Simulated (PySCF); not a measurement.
C2H4N3, SMILES c1nc[nH+][nH]1, charge +1. Heavy atoms are numbered as in [cH:1]1[n:2][cH:3][nH:4][nH+:5]1. Hydrogens are named by the atom that carries them.

Geometry: PBE0-D3(BJ)/def2-SVP. The isomer is the one that the SMILES or the coordinates give; other isomers of the formula were not compared.

The numbers are results of HF/pcSseg-1 (PySCF), not measurements.

GIAO shieldings, no solvent; atoms alike by connectivity are averaged. δ = σ(ref) − σ: ¹³C against TMS (σ = 192.6 ppm); ¹⁵N against NH3 (σ = 267.3 ppm); ¹H against TMS (σ = 31.99 ppm), references at their B3LYP-D3(BJ)/def2-TZVP geometries, non-relativistic.

```csv
nucleus,atoms,count,δ (ppm)
¹³C,C1 (CH),2,167.0
¹⁵N,N2,1,285.5
¹⁵N,N4 (NH),2,192.2
¹H,H on N4,2,10.82
¹H,H on C1,2,9.85
```
